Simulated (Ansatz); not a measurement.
Start from `O[SiH](O)[SiH2][SiH3]` and change one atom or group to get `O[SiH](O)[NH][GeH3]`.

Ansatz, PBE0-D4/def2-TZVP geometries, multiplicity 1. Each molecule was computed in one conformer, which needn't be the lowest.

Scalar relativity is left out up to krypton.

| property | `O[SiH](O)[SiH2][SiH3]` |
| --- | --- |
| LUMO energy (PBE0/def2-TZVPP) / eV | -0.25 |
| HOMO energy (PBE/def2-TZVPP) / eV | -6.53 |
| HOMO–LUMO gap (ωB97M-V/def2-TZVPP) / eV | 11.08 |
| LUMO energy (B3LYP/def2-TZVPP) / eV | -0.45 |
| HOMO–LUMO gap (PBE0/def2-TZVPP) / eV | 7.43 |
| HOMO–LUMO gap (PBE/def2-TZVPP) / eV | 5.45 |

(1) What does the change do to each property? (Estimate.)

Results:

(1) Ansatz gave: 
| property | `O[SiH](O)[NH][GeH3]` | shift |
| --- | --- | --- |
| LUMO energy (PBE0/def2-TZVPP) / eV | 0.46 | 0.71 |
| HOMO energy (PBE/def2-TZVPP) / eV | -6.15 | 0.38 |
| HOMO–LUMO gap (ωB97M-V/def2-TZVPP) / eV | 11.89 | 0.81 |
| LUMO energy (B3LYP/def2-TZVPP) / eV | 0.17 | 0.62 |
| HOMO–LUMO gap (PBE0/def2-TZVPP) / eV | 8.00 | 0.57 |
| HOMO–LUMO gap (PBE/def2-TZVPP) / eV | 5.78 | 0.33 |

With PBE0 the HOMO rises by 0.14 eV and the LUMO rises by 0.71 eV, so the gap widens by about 0.57 eV. PBE moves the HOMO by 0.38 eV and ωB97M-V by -0.19 eV.

B3LYP here is the variant with VWN-RPA as its local correlation; programs differ in this.
